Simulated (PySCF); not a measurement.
The vertical singlet excitations below were computed for one of the candidates. The calculation used TDDFT CAM-B3LYP/def2-SVPD, vertical, gas phase, core orbitals frozen in the response (PySCF 2.14.0, density-fitted response routines). Geometries: PBE0-D3(BJ)/def2-SVP, one conformer each. Relativistic effects are left out although some hold elements past zinc.

```
state  λ (nm)       f
   S1   158.3  0.0025
   S2   155.9   0.029
   S3   148.2   0.025
   S4   147.1  0.0002
   S5   146.2   0.039
   S6   146.2   0.187
   S7   145.0  0.0059
   S8   144.4   0.016
   S9   143.6   0.026
  S10   141.7   0.171
```

Triplets computed (Tamm–Dancoff): 7.58, 7.64, 7.84, 7.96 eV.

Orbital energies (eV): HOMO-3 -11.05, HOMO-2 -10.43, HOMO-1 -9.71, HOMO -9.54, LUMO 1.14, LUMO+1 1.63, LUMO+2 1.97.

**Question.** Which structure fits? All have the formula C3H8Ge.
A. `C=[C](C)[GeH3]`
B. `[GeH3][CH]1CC1`
C. `C=C[CH2][GeH3]`

**Answer.** B. Its S1, at 7.83 eV, is the highest among the candidates; the nearest of the others has S1 at 6.84 eV. S1 is HOMO→LUMO (75%), HOMO→LUMO+1 (21%). Löwdin shares by element: HOMO carbon 67%, germanium 16% (atoms not listed hold the other 17%); LUMO germanium 52%, hydrogen 24% or more (atoms not listed hold the other 24%). At the same level the other candidates give, for their lowest levels:
- `C=C[CH2][GeH3]`: 184 nm (f 0.114); 182 nm (f 0.399); 167 nm (f 0.012); 163 nm (f 0.015); 161 nm (f 0.097); T1 4.20 eV; HOMO -8.42, LUMO 0.93 eV
- `C=[C](C)[GeH3]`: 181 nm (f 0.002); 177 nm (f 0.000); 174 nm (f 0.411); 161 nm (f 0.005); 156 nm (f 0.004); T1 4.24 eV; HOMO -8.83, LUMO 0.97 eV
